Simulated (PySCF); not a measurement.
One entry of a table of gas-phase calculations, keyed by method. Lists by class give the value and the number of equivalent atoms.

```json
{
 "formula": "C6H6F3",
 "smiles": "CC#C[C@H](F)C[C](F)F",
 "inchi": "InChI=1S/C6H6F3/c1-2-3-5(7)4-6(8)9/h5H,4H2,1H3/t5-/m0/s1",
 "charge": 0,
 "multiplicity": 2,
 "geometry_level": "GFN2-xTB",
 "atoms_angstrom": [
  ["C", 2.994, 0.345, 0.397],
  ["C", 1.679, -0.048, -0.047],
  ["C", 0.576, -0.384, -0.377],
  ["C", -0.754, -0.755, -0.825],
  ["F", -0.81, -0.773, -2.208],
  ["C", -1.81, 0.244, -0.319],
  ["C", -1.872, 0.229, 1.159],
  ["F", -2.436, 1.27, 1.784],
  ["F", -2.237, -0.909, 1.769],
  ["H", 3.642, -0.528, 0.465],
  ["H", 3.425, 1.055, -0.307],
  ["H", 2.924, 0.814, 1.377],
  ["H", -0.999, -1.777, -0.499],
  ["H", -2.778, -0.028, -0.769],
  ["H", -1.549, 1.253, -0.646]
 ],
 "electronic_structure_code": "PySCF",
 "results": {
  "GFN2-xTB geometry": {
   "point_group": "C1",
   "rotational_constants_GHz": [1.859, 0.943, 0.72]
  },
  "UKS B3LYP, pcH-1 on C F H, non-relativistic, mean-field spin-orbit, GIAO": {
   "g_iso": 2.00381,
   "g_tensor": [2.00191, 2.00464, 2.00487],
   "s2": 0.752,
   "a_iso_by_class_MHz": [
    ["13C", 360.9, 1],
    ["19F", 228.8, 2],
    ["1H", 104.4, 1],
    ["13C", 19.7, 1],
    ["13C", 15.6, 1]
   ],
   "spin_populations_mulliken_by_atom": [0.0, 0.01, 0.0, 0.01, 0.0, -0.04, 0.85, 0.06, 0.06, 0.0, 0.0, 0.0, 0.0, 0.07, 0.0]
  }
 }
}
```

At 9.50 GHz, hν = g·μB·B₀ (B₀ the magnetic field) puts the centre of the isotropic spectrum, to first order, at 338.7 mT. ⟨S²⟩ is 0.002 above the pure-spin value S(S + 1) = 0.75. g_iso is shifted by about +1490 ppm from the free-electron value 2.002319; the principal values span 0.0030.

Hyperfine couplings depend on the geometry, which wasn't re-optimised at a DFT level. Couplings of like nuclei are plain means over topologically equivalent atoms, as if these changed places fast (by rotation of a methyl-like group, say); in this geometry the members of some sets differ.

Conformer computed: `[CH3:1][C:2]#[C:3][C@H:4]([F:5])[CH2:6][C:7]([F:8])[F:9]`: C3–C4–C6–C7 -63°, C4–C6–C7–F8 161°.

One conformer stands for the species.
